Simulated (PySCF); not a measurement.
**Relaxation of triplet NiF4**

All numbers come from UB3LYP in PySCF with Ni def2-SVP, F def2-SVP; no relativity; density-fitted integrals. A (50,194) grid was used.

A hand-made see-saw start, of C2v symmetry, held to at least that symmetry:

Coordinates in bohr (charge 0 multiplicity 3):
```
Ni    0.0000    0.0000   -0.6557
F     0.0000    3.2757   -0.3690
F     0.0000   -3.2757   -0.3690
F     2.5910    0.0000    1.3688
F    -2.5910    0.0000    1.3688
```

Optimiser trace:
```tsv
step	E − E(last) (kJ/mol)	largest gradient (Eh/bohr)
0	117.13	0.04706
1	54.24	0.04896
2	13.44	0.02526
3	2.69	0.00877
4	0.80	0.00284
5	0.42	0.00122
6	0.30	0.00109
7	0.25	0.00137
8	0.11	0.00154
9	0.03	0.00074
10	0.00	0.00030
11	0.00	0.00002
```

It ends at D2d with Ni–F 1.718 Å (×4); F–Ni–F 97.2° (×4), F–Ni–F 138.5° (×2) (after a last refinement on a finer grid). A frequency run shows a minimum. Other isomers or separated fragments may lie lower.

Final geometry:
Z-matrix (Å, degrees; charge 0 multiplicity 3):
```
Ni
F  1 1.7176
F  1 1.7176 2 138.55
F  1 1.7176 2 97.19 3 109.49
F  1 1.7176 2 97.19 3 -109.49
```

With open d or f shells other occupations or spin states may lie lower. At this level a quintet minimum of D2d symmetry lies 10 kJ/mol below this structure.
